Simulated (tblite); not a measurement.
Compound: C7H11 (doublet state).
Geometry (GFN2-xTB, Å), atoms numbered from 1 in this order:
```xyz
18
C7H11 angstrom
C     -1.1684    1.4443   -0.2939
C     -0.4583    0.1849    0.1540
C      1.0190    0.3889    0.3581
C      1.9746   -0.7097    0.4674
C      2.0346    0.1035   -0.7454
C     -0.9526   -1.1335   -0.3653
C     -1.1901   -0.7587    1.0675
H     -1.0818    2.2227    0.4633
H     -2.2243    1.2492   -0.4660
H     -0.7302    1.8168   -1.2187
H      1.2266    1.2820    0.9431
H      1.8448   -1.7625    0.6000
H      2.8363    0.8192   -0.8699
H      1.7028   -0.3242   -1.6865
H     -1.7946   -1.1298   -1.0415
H     -0.2337   -1.9101   -0.5780
H     -2.1940   -0.5050    1.3732
H     -0.6195   -1.2716    1.8267
```

Level: GFN2-xTB in tblite, geometry and Hessian alike; calculated harmonic values, unscaled, isolated species. The method is semi-empirical: single wavenumbers can be off by several per cent or more. One conformer, not necessarily the lowest. Open shells enter through the occupations alone, without spin polarisation, and single modes of such species can be off by tens of per cent.

Harmonic wavenumbers (cm⁻¹): 66.4, 167.9, 202.5, 228.4, 311.0, 353.3, 438.8, 472.2, 613.3, 697.3, 802.4, 855.8, 892.7, 899.9, 920.8, 956.7, 958.9, 975.7, 1019.4, 1034.4, 1056.7, 1067.5, 1071.0, 1085.5, 1104.5, 1122.6, 1149.5, 1231.3, 1275.5, 1381.7, 1396.9, 1412.1, 1437.6, 1458.0, 1489.8, 1494.0, 1502.4, 2974.7, 3001.3, 3010.5, 3020.5, 3036.2, 3044.4, 3084.2, 3085.9, 3089.9, 3105.3, 3150.6.

A = 4352, B = 2295, C = 1873 MHz; mass 95.086 u (most abundant isotopes); point group C1, symmetry number 1; spin multiplicity 2.

Question: Zero-point energy?

Answer: Half the sum of the wavenumbers: 34104 cm⁻¹ = 97.51 kcal/mol.

Question: Give the ideal-gas entropy at 273.15 K and 1 bar in the rigid-rotor, harmonic-oscillator model (classical rotation).

Answer: Translation 39.16, rotation 26.98, vibration 15.54, spin (R ln 2) 1.38: S = 83.1 cal/(mol K).

Question: And Cp and H(273.15 K) − H(0)?

Answer: Cp = 28.39 cal/(mol K), of which vibrations give 20.44 (their classical limit is 48 R = 95.4); H(273.15 K) − H(0) = 4.63 kcal/mol without the zero-point energy, 2.46 from vibrations.

Question: What must be added to the electronic energy to get the Gibbs energy at 273.15 K and 1 bar?

Answer: ZPE + [H(273.15 K) − H(0)] − T·S = 97.51 + 4.63 − 22.69 = 79.45 kcal/mol.

Question: Blend soft modes into free rotors: weight 1/[1 + (100 cm⁻¹/ν̃)⁴] for the oscillator and the rest for a rotor with moment μB/(μ + B), μ = h/(8π²ν), B = 10⁻⁴⁴ kg m². What vibrational entropy results?

Answer: 14.80 cal/(mol K) in place of 15.54, which changes −T·S at 273.15 K by +0.20 kcal/mol.

Question: How do the functions run with temperature in this model?

Answer: 
```csv
T (K),S (cal/(mol K)),Cp (cal/(mol K)),H − H(0) (kcal/mol),G − H(0) (kcal/mol),ln q(vib)
100,63.4,14.0,1.04,-5.30,0.69
200,75.4,21.6,2.81,-12.26,2.11
300,85.8,31.1,5.43,-20.32,3.73
500,106.3,49.8,13.60,-39.55,7.41
800,134.0,67.7,31.47,-75.71,13.35
1000,149.9,75.4,45.81,-104.13,17.23
```

q(vib) and H(0) count from the zero-point level.

Question: Which modes carry the vibrational entropy at 273.15 K?

Answer: 66.4 cm⁻¹: 4.08; 167.9 cm⁻¹: 2.29; 202.5 cm⁻¹: 1.95; 228.4 cm⁻¹: 1.74; 311.0 cm⁻¹: 1.21; 353.3 cm⁻¹: 1.02 cal/(mol K); the other 42 give 3.24 together.

Hindered rotation and anharmonicity are outside this model. Other conformers, if any are populated, would add a mixing term that is left out. The structure is chiral; the term R ln 2 for an equal mix with its mirror image is left out.

Run on an x86-64 server with one thread, shared host. This covers the Hessian and the dipole derivatives.
